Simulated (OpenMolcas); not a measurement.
## Ru III: CASPT2 settings compared

```
Program             : OpenMolcas
Basis               : ANO-R3 [8s6p5d3f2g1h]
Scalar Hamiltonian  : X2C, finite nucleus
Active space        : 6 electrons in 5 orbitals (4d)
State averaging     : 2S+1 = 5 even, 5 roots; 2S+1 = 3 even, 45 roots kept (CI in the orbitals of an earlier block); 2S+1 = 1 even, 49 roots kept (CI in the orbitals of an earlier block)
Spin-orbit coupling : RASSI with atomic mean-field integrals over the reference wave functions, term energies averaged over their components
```

Methods on the same reference wave functions:
A. CASSCF
B. SS-CASPT2, IPEA 0.4 Eh, sigma2 regulariser 0.2 Eh (closed shells correlated: 3d 4s 4p)
C. SS-CASPT2, IPEA 0.2 Eh, real shift 0.05 Eh (closed shells correlated: none)
D. XMS-CASPT2, IPEA 0.1 Eh, imaginary shift 0.05 Eh (closed shells correlated: 4s 4p)

Energies in cm-1 above 4d6 5D4, the measured ground level; measured values from Moore, Atomic Energy Levels, vol. III, NSRDS-NBS 35 (1971 reprint of NBS Circular 467, 1958).

```csv
Level,A,B,C,D,Measured
4d6 5D4,0.0,0.0,0.0,0.0,0.0
4d6 5D3,1159,1172,1173,1172,1159
4d6 5D2,1879,1868,1862,1870,1826
4d6 5D1,2339,2320,2310,2330,2266
4d6 5D0,2562,2540,2530,2540,2476
4d6 3H6,17825,16040,17170,16310,
4d6 3H5,18236,16310,17330,16530,
4d6 3P2(1),19031,15940,15410,15890,
4d6 3F3(1),20766,17980,17980,17790,
4d6 3F2(1),21318,18530,18440,18260,
4d6 3P1(1),22377,19300,18770,19220,
4d6 3G5,22635,19690,20450,19760,
4d6 3P0(1),23228,20020,19240,19860,
4d6 3G4,23769,20730,21320,20730,
4d6 3G3,24082,21010,21560,20970,
4d6 1I6,27354,24370,26360,24800,
4d6 3D2,28631,23680,23640,23500,
4d6 3D1,28757,23860,23780,23680,
4d6 3D3,28988,24040,23990,23840,
4d6 1G4(1),29445,25840,25710,25690,
4d6 1S0,33916,29040,27040,28240,
4d6 1D2(1),35519,29750,30740,29460,
4d6 1F3,39909,32870,33990,32760,
4d6 3P0(2),45634,37220,37100,37360,
```

Deviations, from unrounded energies. A percentage is the sum of absolute deviations over the sum of measured energies, with the sign that they share, or ± where signs differ.

```json
{"Against measurement": "mean absolute deviation (cm-1)", "Levels": "4", "A": "53", "B": "43", "C": "38", "D": "46"}
{"Against measurement": "fine structure of the ground term (%)", "Levels": "4", "A": "+2.7", "B": "+2.2", "C": "+2.0", "D": "+2.4"}
```

B, C lie about equally close to measurement and A furthest from it. The largest miss of C in the table is 4d6 5D0, by +54 cm-1. The ranking rests on the paired levels alone, and a cruder setting can come out closer through cancelling errors.

Among B to D the level of the table that moves most is 4d6 1S0, by 2000 cm-1 (lowest in C, highest in B). Moves below CASPT2's spread within the term are not significant.

The two smallest mean deviations differ by little beside CASPT2's spread within terms, so their order carries little weight.

From A to B the spin-free energies of the other terms of 4d6 shown, above 5D, scale by factors of 0.82 to 0.90, as is usual when dynamic correlation screens the repulsion within a d or f shell.

The lowest spin-free term lies below A's lowest term by 0.580 hartree in B, 0.123 hartree in C, 0.491 hartree in D.

CASPT2 breaks the degeneracy within a term, and the mean is taken; among the terms shown or strongly mixed into the levels shown the widest spread is 1500 cm-1 (4d6 1I, D). Levels of configurations with an s electron are missing; early in the row they begin among the upper levels of the d shell and mix with terms of their name. Terms from blocks run as CI alone lack orbitals of their own. The CASPT2 spread within a term exceeds the gap to the next term for 4d6 3D and 4d6 1I, so the order of their levels is uncertain (figures for B; the like holds for D). Without dynamic correlation excited terms often stand tens of per cent too high (terms of higher spin than the ground term too low), and those without a measured partner can miss by more than the paired ones (holds for A). Computed and measured levels are paired by configuration, term and J; levels that our copy of the source lacks, or whose pairing is in doubt (as where it misses far off the trend of its configuration), stay unpaired and out of the deviations. Levels of configurations outside the active space are missing. The table leaves out levels that lie high or whose names do not pair safely across all columns.

A number in round brackets counts repeated terms of one configuration in the order of the reference energies.
